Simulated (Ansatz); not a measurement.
Cl2CrO2 (`[O]=[Cr](=[O])([Cl])[Cl]`). The species carries charge 0 and has multiplicity 1.

(1) List the harmonic frequencies (cm⁻¹, unscaled) at PBE0-D4/def2-TZVP in Ansatz. (Estimate.)

(2) Is this a minimum?

(3) Give the ideal-gas thermochemistry at 298.15 K and 1 bar (rigid rotor, harmonic oscillator; point group C2v, symmetry number 2).

Answers

(1) The calculation gave: 144, 229, 240, 281, 380, 502, 520, 1132, 1135.

(2) Yes, all 9 modes are real.

(3) Zero-point energy 27.3 kJ/mol; H(298) − E = 44.9 kJ/mol; entropy 326.0 J/(mol·K), of which translation 171.7, rotation 110.9, vibration 43.4; G(298) − E = -52.3 kJ/mol.
